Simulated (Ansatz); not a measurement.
Sn₉H₁₅⁻. Total charge -1; triplet. Geometry PBE-D4/def2-SVP, that of the neutral doublet; atoms count from 1.

```xyz
24

Sn    0.031   -1.285   -2.889
Sn    2.394    2.006   -0.653
Sn   -2.201    2.033   -0.573
Sn   -2.407   -2.257    0.902
Sn    0.065    0.856    3.242
Sn    0.078    1.431   -2.146
Sn   -0.142   -2.952   -0.634
Sn    2.467    0.591    1.775
Sn   -2.323    0.440    1.768
H     1.455   -1.663   -3.810
H    -1.335   -1.579   -3.918
H     3.808    1.631   -1.593
H     2.443    3.709   -0.315
H    -3.632    1.801   -1.532
H    -2.163    3.721   -0.161
H    -3.823   -2.509   -0.073
H    -2.545   -3.334    2.259
H     0.034    2.463    3.906
H     0.113   -0.231    4.598
H     0.061    2.418   -3.586
H    -0.194   -4.627   -1.100
H     1.276   -2.729    0.341
H     3.796    1.155    2.746
H     2.746   -1.089    1.446
```

In the def2 sets Sn takes a core potential; there is no spin–orbit coupling. Single mean-field runs in def2-TZVP are fitted with def2-universal-jkfit. The highest occupied level of the charge -1 triplet lies above zero (up to 0.44 eV). By energy differences its removal costs 0.63 eV (vertical, to the charge 0 doublet, at PBE0-D4/def2-TZVP); self-interaction error and the lack of diffuse functions both raise the level. At PBE0-D4/def2-TZVP a singlet of charge -1 lies 2.19 eV below the triplet at the same geometry.

Problem. Estimate the Mulliken populations from the PBE0/def2-TZVP orbitals of Ansatz.

Solution. 
```csv
atom,charge (e),spin (α − β)
Sn1,0.00,0.15
Sn2,-0.01,0.15
Sn3,-0.02,0.20
Sn4,0.05,0.03
Sn5,0.06,0.04
Sn6,0.08,0.11
Sn7,0.03,0.11
Sn8,0.02,0.14
Sn9,-0.08,0.85
H10,-0.08,0.03
H11,-0.08,0.02
H12,-0.08,0.01
H13,-0.08,0.01
H14,-0.07,0.00
H15,-0.08,0.01
H16,-0.07,0.01
H17,-0.07,-0.01
H18,-0.08,0.01
H19,-0.08,-0.01
H20,-0.10,0.11
H21,-0.08,0.02
H22,-0.05,0.00
H23,-0.07,0.01
H24,-0.05,0.00
```
Mulliken values and Mayer orders depend strongly on the basis.

Problem. Where does the spin sit?

Solution. Summed by element: Sn 1.78, H 0.22, of 2 unpaired in all. Largest on single atoms: Sn9 0.85, Sn3 0.20, Sn2 0.15.

Problem. And the Mayer bond orders between bonded heavy atoms (over 0.3)?

Solution. Sn1–Sn6 0.66 (2.82 Å); Sn1–Sn7 0.84 (2.81 Å); Sn2–Sn6 0.70 (2.81 Å); Sn2–Sn8 0.89 (2.81 Å); Sn3–Sn6 0.66 (2.83 Å); Sn3–Sn9 0.92 (2.83 Å); Sn4–Sn7 0.85 (2.82 Å); Sn4–Sn9 0.86 (2.83 Å); Sn5–Sn8 0.81 (2.83 Å); Sn5–Sn9 0.81 (2.84 Å).
